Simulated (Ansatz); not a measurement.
Gas-phase electronic energies from Ansatz, PBE0-D4/def2-TZVP geometries. CCSD(T)/CBS is the MP2 limit (def2-TZVPP, def2-QZVPP) plus CCSD(T) − MP2 in def2-TZVPP, frozen cores. This one scheme is used for every species. DFT in def2-TZVPP. B3LYP here is the variant with VWN-RPA as its local correlation; programs differ in this. Each species was taken in one conformer, which may not be the lowest.

Consider the ligand exchange at the Si–O bond: `O[SiH2]S[SiH3]` + `BO` → `BO[SiH2]S[SiH3]` + H₂O.

`O[SiH2]S[SiH3]`:

Cartesian coordinates in Å:
```
O 1.258 -1.360 -0.658
Si 0.863 -0.857 0.856
S 0.326 1.206 0.922
Si -1.253 1.143 -0.523
H 1.947 -0.877 -1.118
H -0.272 -1.719 1.249
H 1.996 -0.968 1.808
H -2.122 2.315 -0.254
H -0.720 1.234 -1.905
H -2.025 -0.116 -0.377
```

`BO`:

```xyz
5

B     0.110    0.333    0.232
O    -0.545   -0.809   -0.053
H    -0.115    0.834    1.295
H     0.879    0.812   -0.558
H    -0.330   -1.170   -0.917
```

`BO[SiH2]S[SiH3]`:

Z-matrix (Å, degrees):
```
Si
O 1 1.649
S 1 2.124 2 113.8
H 1 1.481 2 106.5 3 -121.8
H 1 1.478 2 107.4 3 118.0
B 2 1.347 1 137.3 3 5.9
Si 3 2.143 1 97.2 2 -79.0
H 6 1.199 2 117.6 1 179.2
H 6 1.201 2 120.4 1 -0.8
H 7 1.482 3 107.0 1 154.7
H 7 1.485 3 110.1 1 35.1
H 7 1.484 3 110.6 1 -85.5
```

H₂O:

```xyz
3

O     0.116   -0.207   -0.308
H     0.582   -0.083    0.521
H    -0.699    0.291   -0.213
```

```tsv
level	ΔE (kJ/mol)	difference from CCSD(T)/CBS
PBE-D4	12.5	7.5
r2SCAN-D4	11.6	6.6
PBE0-D4	9.9	4.9
B3LYP-D4	8.0	3.0
ωB97X-V	10.4	5.4
ωB97M-V	10.3	5.3
B2PLYP	12.7	7.7
PBE	17.2	12.2
r2SCAN	13.1	8.1
PBE0	14.2	9.2
B3LYP	15.4	10.4
HF/def2-TZVPP	10.5	5.5
MP2/def2-TZVPP	8.2	3.2
SCS-MP2/def2-TZVPP	9.1	4.1
CCSD/def2-TZVPP	8.6	3.6
CCSD(T)/def2-TZVPP	8.5	3.5
HF/def2-QZVPP	9.2	4.2
MP2/def2-QZVPP	5.7	0.7
SCS-MP2/def2-QZVPP	6.9	1.9
HF/CBS(def2)	9.0	4.0
MP2/CBS(def2)	4.7	-0.3
CCSD/CBS(def2)	5.1	0.1
CCSD(T)/CBS	5.0	0
```

Largest T1 diagnostic among the species: 0.014.

The D4 term adds −7.5 kJ/mol with B3LYP and −4.3 kJ/mol with PBE0; it sums over pairs of atoms, weighted by their polarisabilities, and B3LYP, whose exchange is more repulsive, gets the larger term.
